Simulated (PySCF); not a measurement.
**Spin states and ions at one geometry of [TaO2(OH)2]−**

PySCF 2.14.0, RKS B3LYP, Ta def2-SVP with ECP60, O def2-SVP, H def2-SVP; non-relativistic Hamiltonian with scalar-relativistic core potentials where named; density fitting; no spin-orbit coupling; singlets restricted, open shells unrestricted. The geometry is relaxed for charge -1, singlet, vacuum:

```xyz
7

Ta   -0.0310   -0.0488    0.2311
O     1.3571    0.0736    1.3489
O     0.0449    1.2339   -1.0102
O    -1.7395    0.1666    1.2419
H    -2.3816    0.7960    0.8942
O     0.0438   -1.8408   -0.6455
H     0.6897   -2.4698   -0.3029
```

Energies count from the relaxed state; an electron taken off or put on is at rest in vacuum. Charges and spins are Mulliken's.

```
                     state  energy (eV)  spin squared  charge on Ta1 (e)  spin on Ta1 (e)  dipole about the centre of mass (D)
charge -1, singlet, vacuum         0.00          0.00               0.68             0.00                                 3.13
charge -1, triplet, vacuum         4.88          2.03               0.23             0.69                                 0.33
```

Task: What does the state charge 0, doublet, vacuum give?

Result: energy (eV) 4.12, spin squared 0.78, charge on Ta1 (e) 1.02, spin on Ta1 (e) -0.21, dipole about the centre of mass (D) 0.94.

With an electron taken off (doublet) the charges change, summed by element, by Ta +0.35 e, O +0.57 e, H +0.08 e. The vertical ionisation energy is 4.12 eV, against −ε(HOMO) = 1.74 eV of the relaxed state. The level lies 2.4 eV too high, as is usual for semilocal functionals and global hybrids, which keep a self-interaction error.

Open shells may have lower solutions than those found.
